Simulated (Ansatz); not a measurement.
Input for Ansatz (a quantum-chemistry and plane-wave program): R-B2PLYP/def2-TZVPP on CH4STe (SMILES CS[TeH]). Elements past Kr take the def2 small-core potentials; no spin–orbit coupling. The run froze 15 orbitals, filled d shells among them.

Ansatz 0.2 input:
```yaml
crystal:
  periodic: [false, false, false]
  atoms:
    - {symbol: C, position_ang: [-1.05381251, 0.11992502, 0.05471758]}
    - {symbol: S, position_ang: [0.13419696, -0.78801254, -0.99232903]}
    - {symbol: Te, position_ang: [2.11784356, -0.84896217, 0.34971291]}
    - {symbol: H, position_ang: [-1.99876038, 0.11212894, -0.49086812]}
    - {symbol: H, position_ang: [-1.18675909, -0.37579697, 1.01332898]}
    - {symbol: H, position_ang: [-0.73244872, 1.14816247, 0.20436631]}
    - {symbol: H, position_ang: [2.71974019, 0.63255526, -0.13892863]}
basis:
  gaussian:
    orbitals: def2-TZVPP
hamiltonian:
  xc: {name: B2PLYP}
magnetization: {spin_polarized: false}
correlation: {electrons: outside_noble_gas}
scf: {lower_state_search: off}
```

Output:

```
WARN ansatz: RAYON_NUM_THREADS=1 ignored (pool sized by the plan → 1); use --threads N
Functional definition: B2PLYP
these checks for a lower state are left out or cut short: stability, starts, cluster_reference, orbital_swaps, neighbouring_geometries, increment
integrals: 0.25 GiB planned
1207 factors; integrals over basis functions are off by at most 1.1e-3 eV
mean field: 0.76 GiB planned
mean field evaluation 1: about -19212.8365 eV, gradient 3.2e1 eV
mean field evaluation 2: about -19212.9606 eV, gradient 3.2e1 eV
mean field evaluation 4: about -19215.4364 eV, gradient 3.1e0 eV
mean field evaluation 8: about -19215.4604 eV, gradient 6.7e-2 eV
mean field evaluation 16: about -19215.4604 eV, gradient 8.1e-5 eV
mean field -19215.46043473 eV, -706.1551462693 hartree, gradient 5.1e-7 eV, S^2 0.000000; 0 other end points of the search recorded, 0 dependent functions left out
15 core orbitals not correlated
reference -19215.46058881 eV, -706.1551519316 hartree; 10, 10 occupied and 154, 154 virtual orbitals, 1207 factors
second order -16.45484543 eV of doubles, -0.00000000 eV of singles
Total energy: -19219.90339707 eV, -706.3184221240 hartree
Checks for a lower state left out: stability, starts, cluster_reference, orbital_swaps, neighbouring_geometries, increment
```

Self-consistency was reached.

Cost: around 10 core-seconds (rough).
